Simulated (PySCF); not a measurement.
# input.py for NaY

File input.py (PySCF 2.14):

```python
from pyscf import gto, scf

mol = gto.M(
    atom='Na 0 0 0; Y 0 0 2.736',
    basis='jorge-dzp',
    charge=0,
    spin=0,
    symmetry=True,
    verbose=4,
)
mf = scf.RHF(mol)
mf.kernel()
mf.dip_moment()
print('orbital energies (hartree):', mf.mo_energy[..., max(0, mol.nelec[1]-3):mol.nelec[0]+3].round(4))
```

```bash
$ OMP_NUM_THREADS=1 python input.py
```

It prints (some set-up lines and the per-cycle HOMO/LUMO lines with their warnings removed):

```
PySCF version 2.14.0

[INPUT] Symbol           X                Y                Z      unit          X                Y                Z       unit  Magmom
[INPUT]  1 Na     0.000000000000   0.000000000000   0.000000000000 AA    0.000000000000   0.000000000000   0.000000000000 Bohr   0.0
[INPUT]  2 Y      0.000000000000   0.000000000000   2.736000000000 AA    0.000000000000   0.000000000000   5.170290676810 Bohr   0.0

nuclear repulsion = 82.9740582911842
point group symmetry = Coov
symmetry origin: [0.         0.         4.03282673]
symmetry axis x: [1. 0. 0.]
symmetry axis y: [0. 1. 0.]
symmetry axis z: [0. 0. 1.]
num. orbitals of irrep A1 = 30
num. orbitals of irrep E1x = 15
num. orbitals of irrep E1y = 15
num. orbitals of irrep E2x = 5
num. orbitals of irrep E2y = 5
num. orbitals of irrep E3x = 1
num. orbitals of irrep E3y = 1
number of shells = 30
number of NR pGTOs = 155
number of NR cGTOs = 72
basis = jorge-dzp
ecp = {}

******** <class 'pyscf.scf.hf_symm.SymAdaptedRHF'> ********
method = SymAdaptedRHF
initial guess = minao
damping factor = 0
level_shift factor = 0
DIIS = <class 'pyscf.scf.diis.CDIIS'>
SCF conv_tol = 1e-09
SCF max_cycles = 50
Freeze 0 electrons in irreps []
    50 free electrons in irreps A1 E1x E1y E2x E2y E3x E3y
Initial guess from minao.
init E= -3486.79844564542
cycle= 1 E= -3493.19518571897  delta_E= -6.4  |g|= 0.879  |ddm|= 6.06
cycle= 2 E= -3493.20765627205  delta_E= -0.0125  |g|= 0.101  |ddm|= 0.737
cycle= 3 E= -3493.21093432976  delta_E= -0.00328  |g|= 0.0267  |ddm|= 0.396
cycle= 4 E= -3493.21303245903  delta_E= -0.0021  |g|= 0.0203  |ddm|= 0.461
cycle= 5 E= -3493.215584208  delta_E= -0.00255  |g|= 0.00865  |ddm|= 1.16
cycle= 6 E= -3493.21592901044  delta_E= -0.000345  |g|= 0.00508  |ddm|= 0.474
cycle= 7 E= -3493.2160660233  delta_E= -0.000137  |g|= 0.00198  |ddm|= 0.354
cycle= 8 E= -3493.21608608788  delta_E= -2.01e-05  |g|= 0.000653  |ddm|= 0.157
cycle= 9 E= -3493.21608757  delta_E= -1.48e-06  |g|= 0.00022  |ddm|= 0.0268
cycle= 10 E= -3493.21608768036  delta_E= -1.1e-07  |g|= 7.29e-05  |ddm|= 0.00789
cycle= 11 E= -3493.21608769775  delta_E= -1.74e-08  |g|= 1.66e-05  |ddm|= 0.0019
cycle= 12 E= -3493.21608769846  delta_E= -7.08e-10  |g|= 4.08e-06  |ddm|= 0.000401
Extra cycle  E= -3493.2160876985  delta_E= -3.87e-11  |g|= 2.09e-06  |ddm|= 5.79e-05
converged SCF energy = -3493.2160876985
Dipole moment(X, Y, Z, Debye):  0.00000,  0.00000, -0.54238
orbital energies (hartree): [-1.372  -0.2389 -0.1648  0.0129  0.0129  0.0237]
```

In short: E(SCF) = -3493.216088 Eh, 12 cycles, μz(SCF) = -0.54 D.

Run time: 2.4 s on 1 thread of Arm Neoverse N1 (shared host), peak memory 0.13 GiB.

No relativity is included for the heavy element. At this level a UHF run with spin=4 ends 0.50 eV lower; the true order of the states can differ. Stability towards an unrestricted solution was not tested. The bond length is a typed value, not an optimised one.
